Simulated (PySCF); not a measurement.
**A small calculation by hand: oscillator strength and radiative lifetime**

C₂H₉FOSi₂, SMILES OCC[SiH2][SiH2]F.

Geometry optimised at B3LYP-D3(BJ)/def2-SVP. The structure was generated by enumeration, and PubChem lists no compound with its InChIKey, so it may never have been made. The values are those of a single conformer.

TDA-PBE0/def2-SVPD (PySCF) puts the first singlet state with f over 0.02 at 6.55 eV (vertical), with the transition dipole (0.258, 0.267, -0.197) in atomic units.

Task: Find the oscillator strength, the wavelength and the radiative lifetime that this transition would have in vacuum if emission retraced absorption.

Result: 
|μ|² = 0.1767 au, so |μ| = 1.07 D. ΔE = 6.55/27.211 = 0.2407 hartree. f = (2/3) ΔE |μ|² = 0.028 (the program prints 0.028).
λ = 1239.84/6.55 = 189 nm; ν = 52829 cm⁻¹.
Einstein's coefficient A = 0.6670 ν² f s⁻¹ (ν in cm⁻¹) = 5.3e7 s⁻¹, so τ = 1/A = 19 ns. This state is S1. The figure is the radiative limit of this one transition; relaxation, internal conversion, crossing to triplets and a medium change what is measured.
